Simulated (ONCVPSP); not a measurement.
What one change does to a pseudopotential (Ba, ONCV)

* Element: Ba
* Generator: ONCVPSP 4.0.1
* Type: optimised norm-conserving Vanderbilt (ONCV)
* Functional: PBE
* Relativity: scalar-relativistic
* Frozen core: [Kr] 4d10
* Valence charge: 10
* Reference configuration: 5s2 5p6 6s2
* Partial waves: 5s+6s: rc 2.25 bohr, ncon 4, nbas 7, qcut 4.2 1/bohr, 2 projectors; 5p: rc 2.20 bohr, ncon 4, nbas 8, qcut 4.4 1/bohr, 2 projectors, debl 2.6 Ha; d scattering state at 0.19 Ha: rc 1.85 bohr, ncon 4, nbas 8, qcut 5 1/bohr, 1 projector
* Local potential: polynomial inside 1.20 bohr (lpopt 2, dvloc0 6 Ha)
* Core correction: none

In the d channel the program set the typed energies aside and used 0.050 Ha.

Change: all radii scaled by about 1.12 (s 2.52, p 2.46, d 2.08 bohr); local potential polynomial inside 1.34 bohr (lpopt 2, dvloc0 6 Ha).

Cutoffs: the cutoffs (Ha) at which the residual kinetic energy of the hardest occupied pseudo-wave falls to 1 and 0.1 mHa per electron; they do not see the model core or the augmentation charge, which bear on the density cutoff. Errors are all-electron minus pseudo energies relative to the spin-unpolarised reference configuration.

What does the change do?

The potential gets softer (8.3 Ha and 24 Ha → 6.8 Ha and 9.1 Ha); of the 4 tests that both files solve, the error grows in 1 and shrinks in 0 by more than 15 % and 0.3 meV (median size 0.6 → 0.7 meV); neither file shows a bound ghost. A larger radius leaves more room for a smooth pseudo-wave, so fewer plane waves are needed.

```csv
quantity,base,changed
"cutoff, loose",8.3 Ha,6.8 Ha
"cutoff, tight",24 Ha,9.1 Ha
loose cutoff by channel,"s 8.0 Ha, p 8.3 Ha","s 6.8 Ha, p 6.1 Ha"
bound ghosts,none,none
GHOST(+) flags under 300 eV,s at 130.2 eV,none
"error for 5s2 5p6 6s1, meV [ΔE 5.36 eV]",-0.6,-0.6
"error for 5s2 5p6 6s0, meV [ΔE 15.34 eV]",-1.4,-1.9
"error for 5s2 5p6 6s1.5, meV [ΔE 2.14 eV]",-0.2,-0.2
"error for 5s2 5p6 6s1 6p1, meV [ΔE 2.03 eV]",+0.6,+0.8
```
